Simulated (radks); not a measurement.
The numbers below are computed, except where a source is named.
Task: Species: Ag. Configuration: [Kr] 4d10 5f1 (not the ground configuration). Level of theory: non-relativistic Kohn-Sham, SCAN, spin-polarised, spherical densities, point nucleus; open shells are filled with parallel spins first (spin-orbit coupling, left out, can overturn this in heavy ions); meta-GGA in the generalised Kohn-Sham scheme; relativity is left out, which matters for an element this heavy (a radial shooting solver on a logarithmic mesh with Libxc functionals). Some entries of the table are withheld. Estimate them.

orbital,occ.,eigenvalue (eV),<r> (bohr)
1s down,1,-24582.22,0.03240
1s up,1,-24582.22,0.03240
2s down,1,-3564.928,0.1404
2s up,1,-3564.928,0.1404
2p down,3,-3314.134,0.1200
2p up,3,-3314.134,0.1200
3s down,1,-661.8547,0.3802
3s up,1,-661.8547,0.3802
3p down,3,-560.0509,0.3726
3p up,3,-560.0509,0.3726
3d down,5,(1),0.3456
3d up,5,(2),0.3456
4s down,1,-97.4986,0.9458
4s up,1,-97.4984,0.9458
4p down,3,-65.4226,1.017
4p up,3,-65.4223,1.017
4d up,5,-14.9339,1.367
4d down,5,-14.9339,1.367
5f up,1,-0.3499,30.66

Result: 
(1) 3d down eigenvalue (eV): -373.3303
(2) 3d up eigenvalue (eV): -373.3302
